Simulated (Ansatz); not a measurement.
The same path of CH5BO3 (10 atoms, charge 0, multiplicity 1) was run twice with different band settings. The coordinate that changes most is the dihedral C2–B3–O4–H9.

These are results of RHF/def2-SVP in Ansatz 0.2.0, not measurements.

Relaxed end points:

```xyz
10
Properties=species:S:1:pos:R:3
O -1.330 0.697 -0.746
C -0.778 0.065 0.385
B 0.749 -0.255 0.078
O 1.291 0.085 -1.109
O 1.495 -0.872 1.020
H -2.239 0.906 -0.607
H -1.306 -0.864 0.626
H -0.846 0.702 1.275
H 0.657 0.508 -1.672
H 2.389 -1.022 0.752
```

```xyz
10
Properties=species:S:1:pos:R:3
O -1.960 0.328 -0.139
C -0.902 -0.127 0.657
B 0.511 -0.129 -0.060
O 0.622 0.553 -1.231
O 1.544 -0.771 0.538
H -1.630 0.933 -0.784
H -1.136 -1.140 0.994
H -0.815 0.471 1.575
H 1.462 0.565 -1.662
H 2.387 -0.733 0.117
```

Common settings: movable images 5; climbing image yes; spring 5.0 eV/Å²; start path IDPP; force threshold 0.05 eV/Å; iteration limit 60; end points relaxed.

| run | optimiser |
| --- | --- |
| 1 | quadratic models (default) |
| 2 | lbfgs |

What does each run give, and how far can it be trusted?

Run 1: converged after 17 iterations, highest image 0.555 eV above the first end. A vibrational analysis at the climbing image gives one clearly imaginary mode, 523i cm⁻¹: a first-order saddle point.
Run 2: converged after 59 iterations, highest image 0.558 eV above the first end. Another band between the same ends (5 images) ends at a top of the same energy, where a vibrational analysis finds 1 clearly imaginary mode.
